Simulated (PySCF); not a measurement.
# Vibration and rotation of SrCa⁺

ROHF-CCSD(T) constants of SrCa⁺, ²Σ⁺ (doublet), unpaired electrons σ ↑ (basis Sr def2-SVP with ECP28, Ca def2-SVP; scalar-relativistic core potentials; PySCF 2.14; masses 87.9056 and 39.9626 u):

* ωe: 99.8 cm⁻¹
* ωexe: 0.319 cm⁻¹
* Be: 0.036569 cm⁻¹
* αe: 0.000159 cm⁻¹
* De to Sr⁺ + Ca: 0.89 eV

Problem. What force constant and bond length do these constants imply?

Solution. Reduced mass μred = 27.473 u; k = 5.8918×10⁻⁷·μred·ωe² (u, cm⁻¹, mdyn/Å) = 0.161 mdyn/Å; Re = √(16.8576/(μred·Be)) (u, cm⁻¹, Å) = 4.096 Å.

Problem. Estimate the centrifugal constant D from the Kratzer relation and find the Dunham coefficient a1.

Solution. D = 4Be³/ωe² = 1.96e-08 cm⁻¹; a1 = −1 − αeωe/(6Be²) = -2.98.

Correlated steps freeze 5 core orbitals. Correlated levels converge slowly with the basis: in double zeta they bind strong bonds too weakly, by up to about 1 eV, and carry superposition errors of some tenths. Spin–orbit coupling is left out. For an ion De counts to the pair picked by the measured ionisation energies or electron affinities, which need not be the lowest pair at this level. The state was picked by a PBE0 search and need not be the measured ground state.
